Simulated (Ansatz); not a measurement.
Gas-phase electronic energies from Ansatz, PBE0-D4/def2-TZVP geometries. CCSD(T)/CBS adds triple-zeta CCSD(T) − MP2 to the extrapolated MP2 energy (def2 sets, frozen cores). Functionals use def2-TZVPP. B3LYP here is the variant with VWN-RPA as its local correlation; programs differ in this. Elements past krypton have def2 core potentials. For Se, Sn outer-core shells are correlated without core-valence functions, which leaves a few kJ/mol of doubt a bond. Scalar relativity is left out up to krypton. Each species was taken in one conformer, which may not be the lowest.

Consider the redistribution: `C[O][SnH2][F]` + `[SiH3][NH][AlH][SeH]` → `C[O][SnH2][SeH]` + `[F][AlH][NH][SiH3]`.

**Question.** Is it downhill or uphill in electronic energy at CCSD(T)/CBS, and by how much? (An estimate is asked.)

**Answer.** Ansatz gave: Downhill: ΔE = -87.7 kJ/mol.

**Question.** What do these levels give: PBE-D4, ωB97X-V, ωB97M-V, B2PLYP, r2SCAN, PBE0, B3LYP, MP2/def2-TZVPP, SCS-MP2/def2-TZVPP, HF/def2-QZVPP, SCS-MP2/def2-QZVPP, CCSD/CBS(def2)? (An estimate is asked.)

**Answer.** Ansatz gave: PBE-D4 -79.6, ωB97X-V -80.2, ωB97M-V -84.6, B2PLYP -87.7, r2SCAN -82.5, PBE0 -83.3, B3LYP -87.3, MP2/def2-TZVPP -91.1, SCS-MP2/def2-TZVPP -88.2, HF/def2-QZVPP -86.2, SCS-MP2/def2-QZVPP -88.7, CCSD/CBS(def2) -88.8 kJ/mol.

Largest T1 diagnostic among the species: 0.014.

From PBE to PBE0 (25 % exact exchange), in def2-TZVPP and without D4, ΔE moves by −3.2 kJ/mol.
